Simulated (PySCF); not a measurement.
Geometry:
| atom | x (Å) | y (Å) | z (Å) |
| --- | --- | --- | --- |
| F1 | 0.766 | 1.987 | 1.655 |
| Si2 | 0.311 | 1.396 | 0.201 |
| C3 | 1.096 | -0.264 | -0.163 |
| C4 | 0.017 | -1.230 | 0.354 |
| C5 | -1.365 | -0.662 | 0.013 |
| N6 | -1.288 | 0.779 | 0.189 |
| H7 | 0.555 | 2.534 | -0.726 |
| H8 | 1.234 | -0.371 | -1.253 |
| H9 | 2.074 | -0.425 | 0.312 |
| H10 | 0.132 | -2.247 | -0.053 |
| H11 | 0.105 | -1.312 | 1.450 |
| H12 | -1.637 | -0.932 | -1.028 |
| H13 | -2.133 | -1.112 | 0.666 |
| H14 | -2.155 | 1.296 | 0.156 |

Geometry: PBE0-D3(BJ)/def2-SVP; GIAO absolute shieldings from PySCF 2.14, gas phase, non-relativistic, averaged over equivalent atoms.

At BLYP/pcSseg-1 (149 basis functions, 17 s wall time on 1 thread of an Arm Neoverse V2, shared host):
| atoms | σ (ppm) |
| --- | --- |
| F1 | 300.6 |
| Si2 | 329.8 |
| C5 | 125.1 |
| C4 | 146.5 |
| C3 | 161.4 |
| N6 | 196.1 |
| H7 | 26.19 |
| H13 | 28.07 |
| H12 | 28.27 |
| H10 | 29.43 |
| H11 | 29.56 |
| H14 | 29.95 |
| H9 | 30.51 |
| H8 | 31.08 |

**Question.** What do these become at BHandHLYP/pcSseg-1?

**Answer.** 
```
atoms  σ at BHandHLYP/pcSseg-1  change
   F1                    334.7   +34.1
  Si2                    363.2   +33.4
   C5                    138.8   +13.7
   C4                    158.4   +11.9
   C3                    173.3   +11.9
   N6                    215.6   +19.5
   H7                    26.70   +0.51
  H13                    28.39   +0.32
  H12                    28.68   +0.41
  H10                    29.63   +0.20
  H11                    29.78   +0.22
  H14                    30.25   +0.30
   H9                    30.68   +0.17
   H8                    31.24   +0.16
```

The largest change is at F1 (fluorine bonded to Si). Cost: 149 basis functions, 13 s wall time on 1 thread of an Arm Neoverse V1, shared host. The order of the carbon signals is the same at both levels.
